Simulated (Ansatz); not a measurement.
Reaction (substitution at a C–N bond): `CN=S=O` + `[SiH3][AsH2]` → `C[AsH][SiH3]` + `N=S=O`

Isolated molecules relaxed with PBE0-D4/def2-TZVP in Ansatz; ΔE leaves out vibrations. CBS: MP2 limit from def2 TZ/QZ plus the TZ coupled-cluster correction, frozen cores. This one scheme is used for every species. DFT in def2-TZVPP. For As outer-core shells are correlated without core-valence functions, which leaves a few kJ/mol of doubt a bond. Scalar relativity is left out up to krypton. One conformer a species, not always the lowest.

`CN=S=O`:

Z-matrix (Å, degrees):
```
C
N 1 1.442
H 1 1.093 2 108.4
H 1 1.093 2 108.4 3 115.9
H 1 1.092 2 113.4 3 -122.0
S 2 1.506 1 124.7 3 122.0
O 6 1.454 2 119.6 1 -0.0
```

`[SiH3][AsH2]`:

Cartesian coordinates in Å:
```
Si -0.566 -0.649 -0.013
As 1.363 0.636 -0.484
H -0.130 -1.949 0.561
H -1.279 -0.904 -1.291
H -1.497 0.013 0.938
H 1.575 0.957 0.989
H 0.536 1.896 -0.700
```

`C[AsH][SiH3]`:

Cartesian coordinates in Å:
```
C -0.177 1.588 0.323
As 1.295 0.313 -0.042
Si -0.090 -1.517 -0.595
H 0.243 2.465 0.814
H -0.957 1.158 0.948
H -0.604 1.896 -0.632
H 1.452 -0.172 1.395
H -0.693 -1.261 -1.931
H -1.192 -1.710 0.387
H 0.723 -2.759 -0.667
```

`N=S=O`:

Cartesian coordinates in Å:
```
N 0.120 0.648 0.726
S 0.737 -0.461 -0.081
O -0.020 -1.102 -1.137
H -0.837 0.915 0.492
```

```csv
level,ΔE (kcal/mol)
BLYP-D4,-4.2
BHLYP,-3.9
```

**Question.** What does CCSD(T)/CBS give? (Estimate.)

**Answer.** The calculation gave: -5.7 kcal/mol. The listed levels differ from it by 1.5, 1.8 kcal/mol.

Largest T1 diagnostic among the species: 0.020, so the coupled-cluster value is less sure than usual.

In def2-TZVPP, CCSD(T) changes the Hartree–Fock value by −1.7 kcal/mol (the triples alone add −0.0 kcal/mol) and MP2 by −2.2 kcal/mol. Leaving LDA and LC-ωPBE aside and taking each functional with its dispersion term where it has one, the values, not all of them listed here, spread over 1.5 kcal/mol, from ωB97M-V to CAM-B3LYP-D4. LDA lies +1.9 kcal/mol from PBE without D4.
